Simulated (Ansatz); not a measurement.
Basis-set extrapolation for CH5BF3N (`C[NH2+][B-](F)(F)F`) (PBE0-D4/def2-TZVP geometry, frozen core, Ansatz). Multiplicity 1, RHF reference.

```json
{"": "HF", "def2-TZVPP": "-418.633431", "def2-QZVPP": "-418.651901"}
{"": "MP2 correlation", "def2-TZVPP": "-1.249601", "def2-QZVPP": "-1.356482"}
{"": "CCSD(T) correlation", "def2-TZVPP": "-1.314010", "def2-QZVPP": "not run"}
```

Energies in hartree. Use E(X) = E(∞) + A·exp(−7.88·√X) for Hartree–Fock and E(X) = E(∞) + B·X^(−2.97) for correlation, with X = 3 and 4, and add CCSD(T) minus MP2 of the smaller set to the MP2 limit.

Problem. What is the CCSD(T) energy at the basis-set limit?

Solution. HF limit: -418.651901 + (-0.018470) × 0.13774 = -418.65445. MP2 limit: -1.356482 + (-0.106881) × 0.74074 = -1.43565. Higher-order term: -1.314010 − (-1.249601) = -0.06441. Total: -420.15451 hartree, 543.7 kJ/mol below CCSD(T)/def2-TZVPP.
